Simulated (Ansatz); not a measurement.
`N[Si](Cl)(Cl)Cl` + H–F → `N[Si](F)(Cl)Cl` + HCl  (ligand exchange at the Si–Cl bond)

Program: Ansatz. Geometries: PBE0-D4/def2-TZVP. ΔE: electronic, gas phase. CBS: MP2 limit from def2 TZ/QZ plus the TZ coupled-cluster correction, frozen cores. This one scheme is used for every species. DFT in def2-TZVPP. Each species was taken in one conformer, which may not be the lowest.

```csv
species,revPBE energy (Eh)
`N[Si](Cl)(Cl)Cl`,-1725.98667
H–F,-100.45745
`N[Si](F)(Cl)Cl`,-1365.72646
HCl,-460.73583
```

(1) Work out ΔE.

Largest T1 diagnostic among the species: 0.010.

Results:

(1) ΔE = (-1365.72646) + (-460.73583) − (-1725.98667) − (-100.45745) = -0.01817 Eh = -47.7 kJ/mol. CCSD(T)/CBS gives -49.8 kJ/mol.

At CCSD(T), def2-SVP lies −3.8 kJ/mol from the extrapolated value and def2-TZVPP −5.4 kJ/mol. Leaving LDA and LC-ωPBE aside and taking each functional with its dispersion term where it has one, the values, not all of them listed here, spread over 21.8 kJ/mol, from CAM-B3LYP-D4 to revPBE-D4.
